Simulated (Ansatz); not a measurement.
This geometry of CH9BOSi (13 atoms, charge 0, multiplicity 1) is a first-order saddle point.

Level of theory: RKS B3LYP-D4/def2-SVP (Ansatz 0.2.0).

```xyz
13
Properties=species:S:1:pos:R:3
B -0.020 -0.198 0.001
H -0.092 0.023 1.342
H 1.006 0.328 -0.358
C -1.399 0.164 -0.689
H -2.277 -0.331 -0.241
H -1.577 1.252 -0.650
H -1.370 -0.107 -1.760
O 0.232 -1.768 0.258
Si -0.663 -3.114 -0.222
H 0.091 -4.318 0.216
H -2.008 -3.112 0.421
H -0.809 -3.102 -1.703
H 0.056 -1.001 1.201
```

(1) Which two structures does it join? (They come from a converged band through this point; their orientation in space is the band's.)

(2) How far does it lie above each of them?

Answers

(1) Bonds broken: B1–H2, O8–H13. Bonds formed: H2–H13. CH9BOSi becomes CH7BOSi + H2.

First end point:

```xyz
13
Properties=species:S:1:pos:R:3
B -0.270 -0.044 0.282
H -0.701 -0.070 1.427
H 0.776 0.572 0.154
C -1.355 0.149 -0.875
H -2.252 -0.494 -0.783
H -1.730 1.187 -0.814
H -0.948 0.019 -1.894
O 0.312 -1.673 0.093
Si -0.753 -3.015 -0.072
H 0.085 -4.208 0.229
H -1.866 -2.888 0.901
H -1.230 -3.032 -1.472
H 1.102 -1.784 0.640
```

Last end point:

```xyz
13
Properties=species:S:1:pos:R:3
B 0.082 -0.432 -0.708
H -0.397 -0.325 2.757
H 1.068 0.276 -0.713
C -1.328 0.169 -1.065
H -2.169 -0.542 -1.042
H -1.556 0.997 -0.369
H -1.291 0.633 -2.067
O 0.287 -1.735 -0.379
Si -0.690 -3.097 -0.250
H 0.207 -4.247 0.033
H -1.663 -2.924 0.865
H -1.424 -3.331 -1.526
H 0.043 -0.723 2.280
```

(2) 78.8 kJ/mol above the first and 169.0 kJ/mol above the second. This is the barrier of this one path; another mechanism may lie lower. The orbitals stay closed-shell, which can raise the energy where a bond breaks towards radicals; this wasn't checked here.

Run time: 7.1 min on 2 threads of Arm Neoverse V2, on a shared host, peak memory 0.22 GiB.
